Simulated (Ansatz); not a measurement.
Reaction (SMILES): BN (BH2-NH2) → [BH-]N (closed-shell singlet) + H+
B3LYP-D3(BJ)/def2-TZVP geometries, fixed; electronic energies without zero-point terms.

Basis-set convergence of the deprotonation energy at CCSD(T) with Ansatz (a program for electronic structure). All functions are spherical. Cores are frozen. A restricted Hartree-Fock determinant is unstable towards unrestricted orbitals. The proton leaves the site shown, which need not be the most acidic. No added dispersion term, no relativity. Functions are those of the species that has most. Reference: Hartree-Fock in aug-cc-pVQZ plus the correlation part extrapolated as X^-3 from aug-cc-pVTZ and aug-cc-pVQZ, 429.28 kcal/mol, itself unsure by roughly 0.15 kcal/mol (a third of the extrapolation step and of the last Hartree-Fock step). Deviations are taken from unrounded values. Cost is core time over that of 6-311+G**, rough, on shared machines of one kind; a dash marks a row that isn't timed (too short, read off another run, short of memory, by another algorithm or on other hardware).

```
basis            functions  deprotonation energy (kcal/mol)  minus reference (kcal/mol)  cost
---------------  ---------  -------------------------------  --------------------------  ----
STO-3G                  14                           596.93                      167.66     -
3-21G                   26                           464.02                       34.75     -
6-31G                   26                           465.87                       36.60     -
def2-SV(P)              36                           445.00                       15.72     -
pcseg-1                 48                           449.45                       20.18  0.6×
6-311+G**               68                           431.50                        2.23    1×
aug-cc-pVDZ             82                           425.76                       -3.52    2×
aug-pcseg-1             82                           427.48                       -1.80    2×
def2-TZVP               86                           436.12                        6.84    2×
6-311++G(2d,2p)         94                           429.93                        0.65    2×
def2-TZVPD             110                           430.08                        0.80    3×
cc-pVTZ                116                           440.95                       11.67    3×
pcseg-2                116                           437.60                        8.32    3×
jun-cc-pV(T+d)Z        134                           429.57                        0.29    4×
aug-cc-pVTZ            184                           428.49                       -0.79   10×
aug-pcseg-2            184                           429.60                        0.32   10×
cc-pVQZ                230                           436.84                        7.56     -
def2-QZVPP             234                           434.51                        5.24     -
```
